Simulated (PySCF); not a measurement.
## Correlation energy of Pr⁺ (praseodymium, charge +1)

[Xe] 4f2 5d1 6s1, one real determinant (an excited configuration). Computed with PySCF 2.14 in x2c-TZVPPall, with the spin-free X2C one-electron Hamiltonian (Gaussian nucleus). Frozen: [Kr] 4d10; 12 electrons correlated.

```
  level  correlation energy (mhartree)
   CCSD                        -287.75
    (T)                         -11.24
CCSD(T)                        -298.99
```

Diagnostics: T1 = 0.011, D1 = 0.0427, largest double amplitude 0.064.

The real determinant used has ⟨L²⟩ near 30 against 56 for a pure K term, so it mixes terms. Spin-orbit coupling, absent here, splits the open shell strongly.

Cost of the coupled-cluster step: about 2.7 core-minutes, for 12 correlated electrons.

The reference is one real determinant that mixes LS terms of this configuration.
